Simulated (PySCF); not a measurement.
These are TPSSh-D3(BJ)/def2-TZVP // PBE0-D3(BJ)/def2-SVP in PySCF values and carry that method's errors. Gas-phase values, no solvent. One relaxed conformer stands for a flexible species; it need not be the lowest. Excitations are Tamm–Dancoff values on a coarser integration grid. The basis has no diffuse functions, so Rydberg states are missing or too high.

Reference species (SMILES): `BC1(C#N)CCCCC1` (neutral, multiplicity 1).

```yaml
S1 oscillator strength: 0.001
HOMO–LUMO gap: 5.59 eV
S1 excitation (TDA): 5.21 eV
```

Changed species: `B[C@@H]1CCC[C@H](C1)C#N`.

Predict the effect on the S1 oscillator strength, HOMO–LUMO gap and S1 excitation (TDA).

the S1 oscillator strength stays essentially unchanged; the HOMO–LUMO gap rises by 0.45 eV, to 6.04 eV; the S1 excitation (TDA) rises by 0.29 eV, to 5.50 eV.
